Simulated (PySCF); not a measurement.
Radial density of As (arsenic, neutral)

UHF, [Ar] 3d10 4s2 4p3, high-spin 4S determinant. All numbers are calculated (PySCF 2.14, the non-relativistic Hamiltonian (point nucleus), in 6-31G* (5s4p3d, 32 functions)).

```csv
r (bohr),4πr²ρ (e/bohr),4πr²(ρα − ρβ)
0.000849,0.2077,0.0000
0.00143,0.5739,0.0000
0.00240,1.533,0.0000
0.00404,3.873,0.0000
0.00680,9.163,0.0000
0.0114,19.09,0.0002
0.0192,32.59,0.0016
0.0323,40.20,0.0085
0.0544,34.56,0.0329
0.0915,36.66,0.0716
0.154,47.12,0.0346
0.259,27.59,-0.0161
0.435,29.81,0.1507
0.732,20.75,-0.0081
1.23,4.657,0.6017
2.07,2.512,1.4051
3.49,0.7027,0.5379
5.86,0.03271,0.0300
```

Q: Where is the radial spin density 4πr²(ρα − ρβ) most negative, and why is it negative at all?

A: Around r = 0.259 bohr, down to -0.0161 e/bohr: exchange with the open shell polarises the paired shells in an unrestricted calculation.
